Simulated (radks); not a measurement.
Q: The lanthanum ion La28+, 29 electrons, occupied as [Ar] 3d10 4s1 (the NIST ground configuration). All-electron calculation, non-relativistic Kohn-Sham, LB94 model potential, spin-polarised, spherical densities, point nucleus; open shells are filled with parallel spins first (spin-orbit coupling, left out, can overturn this in heavy ions); relativity is left out, which matters for an element this heavy. Program: a radial shooting solver on a logarithmic mesh with Libxc functionals. Some entries of the table are withheld. Estimate them.

orbital,occ.,eigenvalue (eV),<r^2> (bohr^2),<1/r> (bohr^-1)
1s up,1,-38043.17,0.0009467,56.51
1s down,1,-38042.20,0.0009468,56.51
2s up,1,-6696.229,0.01518,13.06
2s down,1,-6695.749,0.01518,13.06
2p up,3,-6389.703,0.01133,13.10
2p down,3,-6389.325,0.01133,13.10
3s down,1,-2124.509,0.09914,4.887
3s up,1,-2124.115,0.09887,4.894
3p down,3,-1991.692,0.09327,4.834
3p up,3,-1991.323,0.09300,4.840
3d down,5,-1747.046,0.07519,(1)
3d up,5,-1746.863,0.07495,(2)
4s down,0,-1019.737,0.3933,(3)
4s up,1,-1014.156,0.3950,(4)

A: 
(1) 3d down <1/r> (bohr^-1): 4.736
(2) 3d up <1/r> (bohr^-1): 4.740
(3) 4s down <1/r> (bohr^-1): 2.413
(4) 4s up <1/r> (bohr^-1): 2.406
